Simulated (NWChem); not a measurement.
SiF$_{2}$ cation, doublet

```xyz
3

F      1.3737     0.0000    -0.3455
Si     0.0000     0.0000     0.4442
F     -1.3737     0.0000    -0.3455
```
Atoms are numbered in this order, from 1.

In the optimisation the excess spin sits in a1 (C2v, its own frame). The geometry was optimised at PBE-D3(BJ)/def2-SVP, spin-unrestricted. No stability test was run on the SCF state.

Symmetry labels are those of C2v in the frame above (b1 and b2, or b-type labels, depend on it).

### Question
List the 6 lowest vertical excitations from PBE/6-31+G* (spherical d), spin-unrestricted, TDA (NWChem).

### Answer
```json
[
 {"state": "state 1", "energy (eV)": "4.18", "oscillator strength": "0.000", "symmetry of the excitation": "b1", "<S²>": "0.77"},
 {"state": "state 2", "energy (eV)": "4.43", "oscillator strength": "0.000", "symmetry of the excitation": "a2", "<S²>": "0.77"},
 {"state": "state 3", "energy (eV)": "4.73", "oscillator strength": "0.013", "symmetry of the excitation": "b2", "<S²>": "0.76"},
 {"state": "state 4", "energy (eV)": "5.05", "oscillator strength": "0.014", "symmetry of the excitation": "a1", "<S²>": "0.77"},
 {"state": "state 5", "energy (eV)": "5.27", "oscillator strength": "0.066", "symmetry of the excitation": "b2", "<S²>": "0.76"},
 {"state": "state 6", "energy (eV)": "6.34", "oscillator strength": "0.015", "symmetry of the excitation": "b1", "<S²>": "0.88"}
]
```
